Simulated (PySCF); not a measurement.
## GeHF + H₂O → HGe(OH) + HF

Level: PBE0 in the def2-TZVP basis family, all electrons, no relativity, computed in PySCF with density fitting; open shells unrestricted.

| species | state and structure | E (Eh) | ZPE (kJ/mol) | H(298 K) − H(0) (kJ/mol) | S° (J/(mol K)) |
| --- | --- | --- | --- | --- | --- |
| GeHF | singlet, Cs, Ge–F 1.757 Å, Ge–H 1.610 Å; F–Ge–H 94.2° | -2177.13341 | 19.8 | 10.5 | 252.6 |
| H₂O | singlet, C2v, O–H 0.960 Å (×2); H–O–H 105.1° | -76.37736 | 56.5 | 9.9 | 188.7 |
| HGe(OH) | singlet, Cs, Ge–H 1.618 Å, Ge–O 1.787 Å, O–H 0.960 Å; Ge–O–H 114.5°, H–Ge–O 95.8° | -2153.11092 | 51.7 | 11.1 | 255.7 |
| HF | singlet, C∞v, H–F 0.920 Å | -100.39188 | 24.9 | 8.7 | 173.6 |

(1) What is the electronic reaction energy?

(2) Add zero-point, thermal and entropy terms for 298.15 K and 1 bar.

Answers

(1) At PBE0/def2-TZVP, ΔE = 20.9 kJ/mol from the differences of the total energies times 2625.5, uphill. 

(2) ΔZPE = 0.3 and Δ[H(298) − H(0)] = -0.6 kJ/mol give ΔH° = 20.6 kJ/mol. ΔS° = -12.0 J/(mol K), so ΔG° = 20.6 − 298.15 × (-0.0120) = 24 kJ/mol and log₁₀K = -4.2.

Only the bonding shown was studied: isomers, or loss of a ligand pair, can lie lower.
